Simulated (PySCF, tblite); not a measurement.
CH₂BrI.
Bonds: Br1–C2, C2–I3. Hydrogens: H4, H5 on C2.

The calculation used PBE0-D3(BJ)/def2-SVP geometry optimisation, gas phase, def2 core potentials past Kr (PySCF 2.14.0).

Problem. List the bond lengths and angles at this level.

Solution. 
```csv
bond,length (pm),order
Br1–C2,191.7,single
C2–I3,214.5,single
"C2–H4, C2–H5",109.4,single
```

Bonds in one row agree within 1 pm and their mean is given. Orders are formal, as drawn. A selection of angles:
```csv
angle,degrees
Br1–C2–I3,114.9
Br1–C2–H4,108.3
I3–C2–H4,107.0
H4–C2–H5,111.2
```

Point group: Cs (tolerance 0.08 Å). No PBE0-D3(BJ)/def2-SVP frequencies stand behind this structure, so it isn't proved a minimum.


C2H6OSe.
Bonds: C1–Se2, Se2–C3, Se2–O4 (double). Hydrogens: H5, H6, H7 on C1; H8, H9, H10 on C3.

Method used: PBE0-D3(BJ)/def2-SVP geometry optimisation, gas phase in PySCF 2.14.0.

Problem. What internal coordinates does the optimisation give?

Solution. 
```tsv
bond	length (Å)	order
C1–Se2, Se2–C3	1.953	single
Se2=O4	1.639	double
C1–H5 and 5 like bonds	1.099	single
```

Bonds in one row agree within 0.01 Å and their mean is given. Orders are formal, as drawn. A selection of angles:
```tsv
angle	degrees
Se2–C1–H5	107.3
Se2–C1–H6	111.1
H5–C1–H6	110.5
H6–C1–H7	111.6
C1–Se2–C3	94.1
C1–Se2–O4	103.8
```

Se2 (selenium bonded to 2 C and O) is pyramidal (angles 104.2°, 103.8° and 94.1°, sum 302.0°, 0.83 Å off the plane of its three neighbours).

Whether it is a minimum is left open (no frequencies).


Ethanethial, C2H4S.
Numbering: `[CH3:1][CH:2]=[S:3]` (hydrogens: H4, H5, H6 on C1; H7 on C2)

Structure optimised with GFN2-xTB, isolated species.

**Question.** Give the optimised bond lengths and angles.

**Answer.** 
```csv
bond,length (Å),order
C1–C2,1.479,single
C2=S3,1.614,double
"C1–H4, C1–H5, C1–H6",1.090,single
C2–H7,1.087,single
```

Bonds in one row agree within 0.01 Å and their mean is given. Orders are formal, as drawn. A selection of angles:
```csv
angle,degrees
C2–C1–H4,109.9
C2–C1–H5,111.1
H4–C1–H5,109.5
H4–C1–H6,107.0
C1–C2–S3,124.7
C1–C2–H7,116.2
S3–C2–H7,119.1
```

Point group: Cs (every atom within 0.08 Å of its image). Its GFN2-xTB frequencies are all real (lowest 140 cm⁻¹).

These are computed values.
